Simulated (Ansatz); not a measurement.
```yaml
crystal:
  periodic: [false, false, false]
  atoms:
    - {symbol: O, position_ang: [0.297250, 3.425856, 1.523730]}
    - {symbol: C, position_ang: [0.984467, 0.904894, 1.122192]}
    - {symbol: O, position_ang: [3.301217, -0.230755, 2.586230]}
    - {symbol: B, position_ang: [-0.718600, -1.254411, -1.099706]}
    - {symbol: S, position_ang: [-3.729164, 0.170022, -3.018159]}
    - {symbol: H, position_ang: [-3.489596, 2.870720, -1.787382]}
    - {symbol: H, position_ang: [3.557716, -2.258012, 2.020477]}
    - {symbol: H, position_ang: [-0.000449, -3.753932, -1.470142]}
basis:
  gaussian: {orbitals: def2-mTZVP}
hamiltonian: {xc: {name: B97}}
scf: {lower_state_search: light}
output: {forces: true}
```

```sh
$ ansatz run in.yaml --threads 2 --pin off --events-out ev --progress --plain --max-ram 4352MiB
```

Shortened log:

```
Functional definition: B97
1023 factors; their error is unknown
mean field evaluation 1: about -16582.9654 eV, gradient 1.3e2 eV
mean field evaluation 2: about -15706.0249 eV, gradient 3.3e2 eV
mean field evaluation 4: about -16294.3021 eV, gradient 1.8e2 eV
mean field evaluation 8: about -16652.6138 eV, gradient 8.5e0 eV
mean field evaluation 16: about -16653.5129 eV, gradient 4.8e-1 eV
mean field evaluation 32: about -16653.5947 eV, gradient 5.5e-4 eV
mean field evaluation 64: about -16653.5947 eV, gradient 1.1e-2 eV
mean field -16653.59473379 eV, -612.0083182549 hartree, gradient 1.8e-6 eV, S^2 0.000000; 10 other end points of the search recorded, 0 dependent functions left out
reference -16653.59477098 eV, -612.0083196215 hartree; 23, 23 occupied and 94, 94 virtual orbitals, 1023 factors
Total energy: -16653.59477098 eV, -612.0083196215 hartree
Atom 0 at     0.297250     3.425856     1.523730 Å, force     0.820983    -2.885428    -0.431452 eV/Å
Atom 1 at     0.984467     0.904894     1.122192 Å, force     0.132095     2.103885     0.914195 eV/Å
Atom 2 at     3.301217    -0.230755     2.586230 Å, force    -0.654744    -2.329861    -1.428749 eV/Å
Atom 3 at    -0.718600    -1.254411    -1.099706 Å, force     0.153669    -1.157823    -0.305897 eV/Å
Atom 4 at    -3.729164     0.170022    -3.018159 Å, force     0.507773     1.348470     0.936297 eV/Å
Atom 5 at    -3.489596     2.870720    -1.787382 Å, force    -0.120887    -1.490410    -0.677196 eV/Å
Atom 6 at     3.557716    -2.258012     2.020477 Å, force    -0.451055     2.973353     0.768148 eV/Å
Atom 7 at    -0.000449    -3.753932    -1.470142 Å, force    -0.387833     1.437812     0.224654 eV/Å
Dipole moment:    -0.355098    -0.948605    -0.657365 e Å
```

**Question.** What is wrong with this run?

**Answer.** The geometry is stretched to more than twice its size. The calculation finished and met its thresholds. The result belongs to that input, not to the molecule as meant.
